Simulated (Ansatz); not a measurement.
A further run on the cluster Mg₃Si.

```yaml
crystal:
  periodic: [false, false, false]
  atoms:
    - {symbol: Mg, position_ang: [-0.311796, 0.512297, 2.453653]}
    - {symbol: Mg, position_ang: [-0.121368, -1.337821, -2.258690]}
    - {symbol: Mg, position_ang: [0.757563, 1.457720, -0.369001]}
    - {symbol: Si, position_ang: [-0.324399, -0.632207, 0.174038]}
basis:
  gaussian: {orbitals: 6-31G}
hamiltonian: {xc: {name: BLYP}, dispersion: d4}
scf: {omitted_lower_state_checks: [starts]}
output: {forces: true}
```

```sh
$ ansatz run in.yaml --threads 4 --pin off --events-out ev --progress --plain --max-ram 3916MiB
```

It prints (some lines left out):

```
Functional definition: BLYP
661 factors; their error is unknown
mean field evaluation 1: about -24197.0763 eV, gradient 4.2e1 eV
mean field evaluation 2: about -24138.7663 eV, gradient 7.6e1 eV
mean field evaluation 4: about -24200.6109 eV, gradient 2.6e1 eV
mean field evaluation 8: about -24207.5789 eV, gradient 3.8e-1 eV
mean field evaluation 16: about -24207.4473 eV, gradient 1.1e-3 eV
mean field -24207.44725935 eV, -889.6072783839 hartree, gradient 5.6e-6 eV, S^2 0.000000; 0 other end points of the search recorded, 0 dependent functions left out
reference -24207.44754128 eV, -889.6072887447 hartree; 25, 25 occupied and 27, 27 virtual orbitals, 661 factors
Total energy: -24207.73943510 eV, -889.6180156449 hartree
Atom 0 at    -0.311796     0.512297     2.453653 Å, force    -0.084720     0.053603     0.486273 eV/Å
Atom 1 at    -0.121368    -1.337821    -2.258690 Å, force    -0.061843    -0.380828    -0.523486 eV/Å
Atom 2 at     0.757563     1.457720    -0.369001 Å, force     0.333262     0.665285    -0.114143 eV/Å
Atom 3 at    -0.324399    -0.632207     0.174038 Å, force    -0.186699    -0.338060     0.151357 eV/Å
Dipole moment:     0.250895     0.472891    -0.177873 e Å
Checks for a lower state left out: starts
```

Run time 0.95 s (4 threads of Intel Xeon on a shared host).

The restricted singlet is unstable towards broken spin symmetry at other levels; at RKS BLYP-D4/6-31G this wasn't settled.
